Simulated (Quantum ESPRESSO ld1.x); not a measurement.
Q: These are the eigenvalues of the occupied orbitals of an atom or ion with whole-number occupations (eV). All-electron calculation, scalar-relativistic Kohn-Sham, LDA (Slater exchange, VWN5 correlation), spin-polarised, spherical densities, point nucleus. Program: ld1.x of Quantum ESPRESSO 7.5.

| orbital | eigenvalue |
|---|---|
| 1s up | -21866.3 |
| 1s down | -21866.3 |
| 2s up | -3988.39 |
| 2s down | -3985.49 |
| 2p up | -3683.37 |
| 2p down | -3681.14 |
| 3s up | -1369.81 |
| 3s down | -1366.50 |
| 3p up | -1271.18 |
| 3p down | -1267.77 |
| 3d up | -1131.92 |

Which element is it, and in what charge state? The configuration may be excited. Open shells, if any, are filled with parallel spins first.

A: Z = 43, technetium, charge +24: Tc24+ in [Ar] 3d1. The list shows which subshells hold electrons but not how many an open one holds; the 1s level, -803.57 hartree, gives Z - s = 40.1 by -(Z - s)^2/2, which with screening and relativity narrows Z to a few neighbours, and the depths of the outer levels then fix element, charge and occupations together.
